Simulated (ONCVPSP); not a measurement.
**An all-electron radial function and its pseudo partner (lithium (Li))**

Columns: radius, all-electron u(r) and pseudo u(r) of the 1s shell (level -51.95 eV) of lithium in the configuration 1s2 2s1; revPBE, non-relativistic, ONCV scheme, ONCVPSP 4.0.1.

| r (bohr) | all-electron | pseudo |
| --- | --- | --- |
| 0.055 | 0.4341 | 0.2493 |
| 0.110 | 0.7375 | 0.4874 |
| 0.165 | 0.9414 | 0.7039 |
| 0.220 | 1.0702 | 0.8892 |
| 0.275 | 1.1433 | 1.0369 |
| 0.330 | 1.1753 | 1.1433 |
| 0.385 | 1.1772 | 1.2080 |
| 0.440 | 1.1573 | 1.2338 |
| 0.495 | 1.1221 | 1.2257 |
| 0.550 | 1.0762 | 1.1896 |
| 0.605 | 1.0236 | 1.1325 |
| 0.660 | 0.9669 | 1.0608 |
| 0.715 | 0.9081 | 0.9810 |
| 0.770 | 0.8490 | 0.8991 |
| 0.825 | 0.7906 | 0.8204 |
| 0.880 | 0.7338 | 0.7483 |
| 0.935 | 0.6791 | 0.6845 |
| 0.990 | 0.6270 | 0.6282 |
| 1.045 | 0.5777 | 0.5778 |
| 1.100 | 0.5313 | 0.5313 |
| 1.155 | 0.4878 | 0.4878 |
| 1.210 | 0.4472 | 0.4472 |
| 1.265 | 0.4095 | 0.4095 |
| 1.320 | 0.3745 | 0.3745 |
| 1.375 | 0.3420 | 0.3420 |
| 1.430 | 0.3121 | 0.3121 |

(1) How many radial nodes do the two functions have?

(2) At about which radius was the pseudo-wave matched?

(3) Is the pseudo-wave norm-conserving?

Results:

(1) The all-electron 1s function has n − l − 1 = 0; the pseudo-wave has 0.

(2) 1.10 bohr. The columns agree to 0.0005 from 1.04 bohr on; several derivatives are matched, so the curves merge somewhat inside the radius.

(3) Yes: the ONCV scheme keeps the norm inside the radius equal to the all-electron one, which fixes the energy derivative of the logarithmic derivative at the level.
